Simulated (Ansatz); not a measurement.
`[NH2][GeH]([OH])[SH]` from Hartree–Fock to CCSD(T)

```xyz
9

N     1.0279   -0.4916   -1.2661
Ge   -0.0864   -0.3329    0.1567
O    -1.6908   -0.2218   -0.5889
S     0.2578    1.5141    1.3741
H     0.7991    0.1218   -2.0355
H     2.0164   -0.4433   -1.0666
H     0.0297   -1.5525    1.0812
H    -2.2141    0.4689   -0.1750
H    -0.1397    0.9372    2.5202
```

The species carries charge 0 and has multiplicity 1. Correlated methods include outer-core shells of Ge, which these sets cover unevenly. Scalar relativity is left out up to krypton. Geometry: relaxed with PBE0-D4/def2-TZVP. It is one conformer, not always the lowest. Frozen core, restricted reference, the Gaussian-basis code of Ansatz.

| basis | HF (Eh) | MP2 corr. | CCSD corr. | (T) | CCSD(T) total |
| --- | --- | --- | --- | --- | --- |
| def2-SVP | -2604.69355 | -0.72187 | -0.75104 | -0.01973 | -2605.46432 |
| def2-TZVPP | ? | -0.89259 | -0.91969 | ? | ? |
| def2-QZVPP | ? | ? | – | – | – |

Question: Fill in the withheld values. (An estimate is asked.)

Answer: The calculation gave: def2-TZVPP HF (Eh): -2605.26950; def2-TZVPP (T): -0.03625; def2-TZVPP CCSD(T) total: -2606.22544; def2-QZVPP HF (Eh): -2605.32947; def2-QZVPP MP2 corr.: -1.20754.
